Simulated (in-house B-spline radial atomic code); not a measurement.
Values are calculated unless marked as measured or tabulated.
# Building a PAW p channel for Zr, r_c = 1.5 bohr

Zr, [Kr] 4d2 5s2, non-relativistic PBE, spherical and spin-unpolarised, from a B-spline radial code for spherical atoms (atomic units; all potentials screened as in the neutral atom).

Two all-electron partial waves φ1, φ2 are integrated outwards at E1 = ε(4p) = -1.18492 and E2 = E1 + 1 hartree; φ1 is the bound orbital and φ2 has unit norm inside r_c = 1.4986 bohr. Smooth partners are polynomials, r^2(a0 + a1 r² + a2 r⁴ + a3 r⁶), matched to φ and three derivatives at r_c, with no condition on the norm. The local potential is -13.7754 + (13.5614) r² + (-5.83065) r⁴ + (0.947538) r⁶ inside 1.227 bohr and the all-electron one outside.

| wave | φ(r_c) | φ'(r_c) | a0 | a1 | a2 | a3 |
| --- | --- | --- | --- | --- | --- | --- |
| 1 | 0.85375 | -0.5901333 | 1.812213 | -1.166222 | 0.3011952 | -0.02931569 |
| 2 | 0.6081858 | -2.266551 | 2.946314 | -2.218297 | 0.5877507 | -0.05809093 |

Inside r_c the overlaps are <φi φj> = [[0.64243, 0.78808], [0.78808, 1.00000]] and, for the smooth waves, [[0.69846, 0.87209], [0.87209, 1.12643]]. With χj = (Ej − T − V_local) applied to smooth wave j, the program's quadrature gives the matrix B_ij = <smooth i, χj> as [[1.00809, 1.57560], [1.49159, 2.34694]].

**Question.** Check the match of the first wave, and find the augmentation charges q_ij.

**Answer.** At r_c the four terms are 4.06987, -5.88199, 3.41163, -0.74574, which sum to 0.8538, φ1(r_c) to rounding. q_ij is the all-electron overlap less the smooth one: [[-0.05603, -0.08401], [-0.08401, -0.12643]]. The smooth first wave has a norm of 0.6985 inside r_c against 0.6424, so q11 is negative and must stay small enough for the overlap operator to be positive.

**Question.** B isn't symmetric. Show that D_ij = B_ij + Ej q_ij is.

**Answer.** Integrating by parts gives B12 − B21 = (E1 − E2) q12: 1.57560 − (1.49159) = 0.08401, and −1 × (-0.08401) = 0.08401. So D12 = 1.57560 + (-0.184920)(-0.08401) = 1.59113 and D21 = 1.49159 + (-1.18492)(-0.08401) = 1.59113; D11 = 1.07448, D22 = 2.37032. The projectors, p = (B⁻¹)ᵀ χ, are dual to the smooth waves; det B = 0.016, small beside B11 B22, as the two smooth waves look alike inside r_c.

Solving (T + V_local + Σ p D p) ψ = E (1 + Σ p q p) ψ in a sphere of 9 bohr gives these levels:

```json
{"all-electron": "-1.184920", "one projector": "-1.184920", "two projectors": "-1.184920"}
{"all-electron": "-0.043599", "one projector": "-0.044696", "two projectors": "-0.043599"}
{"all-electron": "0.214456", "one projector": "0.212177", "two projectors": "0.214454"}
{"all-electron": "0.628221", "one projector": "0.621886", "two projectors": "0.628208"}
{"all-electron": "1.195620", "one projector": "1.180010", "two projectors": "1.195530"}
```

**Question.** What does the second projector gain?

**Answer.** With one projector the errors are 0.00, -1.10, -2.28, -6.33, -15.61 millihartree. With two the errors are 0.00, 0.00, 0.00, -0.01, -0.09 millihartree. The scattering is exact at E1 and at E2 = -0.185, and over all levels compared the largest error is 0.09 millihartree. The lowest eigenvalue of the overlap operator is 0.7938 with one and 0.7211 with two projectors. The smooth orbital alone needs a cutoff of 10.8 hartree for 1 millihartree of kinetic energy, against 22.3 for a norm-conserving Troullier-Martins orbital of the same radius; part of the gain comes from giving up the norm, part from the simpler form.
